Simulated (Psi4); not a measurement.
Pair of molecules, SMILES O with SMILES [SiH3]Cl (the first has 3 atoms); geometry from B3LYP-D3(BJ)/def2-TZVP, rigid monomers moved along the line of their centres of mass till O1···Si4 is 2.92 Å.
(charge 0, multiplicity 1):
```xyz
8

O      0.0965    -0.3812     0.0761
H      0.7854    -0.9540    -0.2767
H      0.5661     0.3263     0.5339
Si    -0.4615    -0.9671     2.8851
Cl     0.9218     0.5887     2.8049
H     -0.7242    -1.2105     4.3185
H      0.1404    -2.1631     2.2720
H     -1.6918    -0.5440     2.1989
```

Level of theory: SAPT0/jun-cc-pV(D+d)Z (Psi4).

Q: Which attractive term is largest, and how does the interaction split up?

A: electrostatics -453.4, exchange 674.7, induction -119.7, dispersion -129.1, total -27.5 meV; the largest attraction is electrostatics.
